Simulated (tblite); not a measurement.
Compound: C6H8BNO2.
Cartesian coordinates in Å at the GFN2-xTB level; atoms count from 1:
```
atom  x, y, z in Å
N1    -3.3363   -0.1757   -0.2300
C2    -1.9612   -0.1313   -0.1197
C3    -1.3532    0.4923    0.9711
C4     0.0191    0.5952    1.0406
C5     0.8449    0.0835    0.0373
B6     2.4047    0.2011    0.1242
O7     2.9554    0.8157    1.2072
O8     3.1572   -0.3165   -0.8856
C9     0.2226   -0.5374   -1.0479
C10   -1.1484   -0.6474   -1.1303
H11   -3.8583   -0.0569    0.6229
H12   -3.7135   -0.8626   -0.8625
H13   -1.9721    0.8942    1.7621
H14    0.4781    1.0786    1.8898
H15    3.9112    0.8765    1.2260
H16    4.1074   -0.2267   -0.8020
H17    0.8412   -0.9414   -1.8350
H18   -1.6075   -1.1349   -1.9798
```

Calculated harmonic vibrations of the isolated species, GFN2-xTB (tblite), most abundant isotopes, no scaling. This tight-binding method is rough: wavenumbers can miss measured ones by several per cent, in bad cases by 10 to 20. One conformer, not necessarily the lowest.

Harmonic wavenumbers (cm⁻¹): 45.7, 88.1, 126.4, 247.7, 295.1, 337.1, 352.0, 388.9, 417.4, 456.5, 483.0, 507.6, 530.3, 554.7, 593.0, 608.4, 665.8, 684.4, 803.4, 851.1, 861.9, 912.3, 926.5, 927.3, 948.3, 1007.6, 1025.6, 1110.9, 1137.8, 1196.3, 1228.2, 1278.1, 1285.1, 1317.0, 1332.8, 1418.9, 1484.2, 1519.6, 1563.5, 1609.5, 3057.1, 3059.4, 3091.4, 3092.9, 3457.6, 3511.9, 3602.6, 3604.0.

A = 3692, B = 747.0, C = 621.5 MHz; mass 137.065 u (most abundant isotopes); point group Cs, symmetry number 1.

Problem. What is the zero-point energy?

Solution. ½Σν̃ = 29802 cm⁻¹ = 356.52 kJ/mol.

Problem. What is S at 200 K and 1 bar for an ideal gas of classical rigid rotors and harmonic oscillators?

Solution. Translation 161.92, rotation 118.94, vibration 64.40: S = 345.3 J/(mol K).

Problem. And Cp and H(200 K) − H(0)?

Solution. Cp = 116.54 J/(mol K), of which vibrations give 83.28 (their classical limit is 48 R = 399.1); H(200 K) − H(0) = 13.98 kJ/mol without the zero-point energy, 7.33 from vibrations.

Problem. What must be added to the electronic energy to get the Gibbs energy at 200 K and 1 bar?

Solution. ZPE + [H(200 K) − H(0)] − T·S = 356.52 + 13.98 − 69.05 = 301.45 kJ/mol.

Problem. Blend soft modes into free rotors: weight 1/[1 + (100 cm⁻¹/ν̃)⁴] for the oscillator and the rest for a rotor with moment μB/(μ + B), μ = h/(8π²ν), B = 10⁻⁴⁴ kg m². What vibrational entropy results?

Solution. 59.75 J/(mol K) in place of 64.40, which changes −T·S at 200 K by +0.93 kJ/mol.

Problem. Which modes carry the vibrational entropy at 200 K?

Solution. 45.7 cm⁻¹: 17.60; 88.1 cm⁻¹: 12.24; 126.4 cm⁻¹: 9.39; 247.7 cm⁻¹: 4.53; 295.1 cm⁻¹: 3.46; 337.1 cm⁻¹: 2.73 J/(mol K); the other 42 give 14.45 together.

Hindered rotation and anharmonicity are outside this model. Other conformers, if any are populated, would add a mixing term that is left out.
